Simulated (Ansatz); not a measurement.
The first iterations of a band of CH4B2S (8 atoms, charge 0, multiplicity 1).

Level of theory: RKS revPBE-D4/STO-3G (Ansatz 0.2.0).

```json
{
  "movable images": "7",
  "climbing image": "yes",
  "spring": "5.0 eV/Å²",
  "optimiser": "quadratic models (default)",
  "start path": "IDPP",
  "force threshold": "0.05 eV/Å",
  "iteration limit": "60",
  "end points": "relaxed"
}
```

Image 0:

```xyz
8
Properties=species:S:1:pos:R:3
B -0.492 1.221 -0.422
B -0.355 -0.411 -0.177
C 0.947 -0.991 0.397
S 0.034 -1.039 1.783
H -0.588 1.667 -1.517
H -0.484 2.010 0.465
H -1.068 -1.165 -0.754
H 2.005 -1.292 0.224
```

Image 8:

```xyz
8
Properties=species:S:1:pos:R:3
B -0.501 1.256 -0.287
B -0.386 -0.284 0.310
C 0.956 -1.029 0.252
S 0.218 -1.772 -1.035
H -0.359 1.515 -1.437
H -0.717 2.174 0.433
H -1.187 -0.685 1.090
H 1.976 -1.175 0.675
```

| iteration | highest image above the first end (eV) | largest band force component (eV/Å) |
| --- | --- | --- |
| 1 | 3.084 | 5.892 |
| 2 | 1.796 | 3.427 |
| 3 | 0.923 | 1.764 |

**Question.** Does the band converge within its limit, and where does its top end?

**Answer.** It converged. It ended after 11 iterations with the highest image 0.645 eV above the first end. A vibrational analysis at the climbing image gives one clearly imaginary mode, 104i cm⁻¹: a first-order saddle point. Limits of this set-up: minimal basis.

The run took 110 s on 1 thread of Intel(R) Xeon(R) Platinum 8259CL CPU @ 2.50GHz (Skylake/Cascade Lake), with other jobs on the host, peak memory 0.1 GiB.
